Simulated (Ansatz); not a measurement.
`CN(C)c1ncc(-c2ncc(-c3ncc(-c4ncc(-c5ncc(-c6ncc(C#N)s6)s5)s4)s3)s2)s1` with charge +1. Total charge 1; doublet. Geometry PBE-D4/def2-SVP, that of the neutral singlet.

```xyz
47

C   -10.356    3.848    2.328
N    -9.396    2.811    1.984
C    -9.878    1.570    1.412
C    -8.068    3.105    1.970
N    -7.544    4.241    2.405
C    -6.192    4.225    2.292
C    -5.612    3.078    1.753
C    -4.216    2.825    1.535
N    -3.257    3.701    1.828
C    -2.039    3.207    1.519
C    -2.000    1.920    0.971
C    -0.888    1.122    0.541
N    -1.010   -0.103    0.035
C     0.197   -0.621   -0.285
C     1.310    0.188   -0.037
C     2.708   -0.054   -0.255
N     3.669    0.818    0.021
C     4.891    0.326   -0.284
C     4.925   -0.968   -0.815
C     6.097   -1.704   -1.212
N     7.329   -1.210   -1.126
C     8.242   -2.107   -1.559
C     7.748   -3.340   -2.000
C     8.438   -4.494   -2.511
N     7.834   -5.613   -2.890
C     8.722   -6.535   -3.326
C    10.067   -6.156   -3.298
C    11.200   -6.905   -3.688
N    12.140   -7.533   -4.014
S    10.197   -4.522   -2.681
S     6.008   -3.348   -1.849
S     3.295   -1.585   -0.930
S     0.778    1.706    0.648
S    -3.633    1.305    0.846
S    -6.885    1.928    1.350
H   -11.119    3.443    3.024
H    -9.814    4.679    2.815
H   -10.874    4.240    1.424
H    -9.917    1.598    0.298
H    -9.223    0.725    1.715
H   -10.896    1.364    1.793
H    -5.591    5.087    2.615
H    -1.139    3.815    1.703
H     0.262   -1.631   -0.718
H     5.801    0.919   -0.118
H     9.312   -1.847   -1.550
H     8.380   -7.520   -3.676
```

Single mean-field runs in def2-SVP are fitted with def2-universal-jkfit.

Question: Estimate the α-spin orbital energies around the gap (eV) in Ansatz with PBE-D4/def2-SVP, PBE0-D4/def2-SVP.

Answer: 
```
orbital  PBE-D4/def2-SVP  PBE0-D4/def2-SVP
 HOMO−5            -9.25            -10.72
 HOMO−4            -9.20            -10.52
 HOMO−3            -9.05            -10.36
 HOMO−2            -8.70             -9.75
 HOMO−1            -8.10             -9.11
   HOMO            -7.79             -8.64
   LUMO            -6.19             -5.77
 LUMO+1            -5.66             -5.10
 LUMO+2            -5.13             -4.45
 LUMO+3            -4.60             -3.83
 LUMO+4            -4.21             -3.44
 LUMO+5            -4.03             -3.16
 β HOMO            -7.97             -8.57
 β LUMO            -7.62             -7.60
```
